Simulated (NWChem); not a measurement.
System: TiHCl₃; SMILES [Cl][TiH]([Cl])[Cl]

```xyz
5

Ti     0.0000     0.0000    -0.3130
Cl     0.6233    -2.0125     0.1404
Cl     1.4312     1.5460     0.1404
Cl    -2.0545     0.4665     0.1404
H      0.0000     0.0000    -1.9636
```
Atoms are numbered in this order, from 1.

Level: PBE0/def2-SVP (NWChem), optimised geometry, unscaled harmonic frequencies. 

| frequency (cm⁻¹) | IR intensity (km/mol) |
|---|---|
| 112 | 0.4 |
| 112 | 0.4 |
| 114 | 5.5 |
| 405 | 9.7 |
| 454 | 21.0 |
| 454 | 21.0 |
| 580 | 143.0 |
| 580 | 143.0 |
| 1819 | 110.6 |

```json
{
  "zero_point_energy": "6.6 kcal/mol",
  "thermal correction to the enthalpy at 298.15 K (with zero-point energy)": "11.1 kcal/mol",
  "heat capacity Cv": "18.1 cal/(mol K)",
  "entropy at 298.15 K and 1 atm (symmetry number 3)": "80.5 cal/(mol K)",
  "dipole_moment": "0.19 D"
}
```

Rigid rotor and harmonic oscillator.
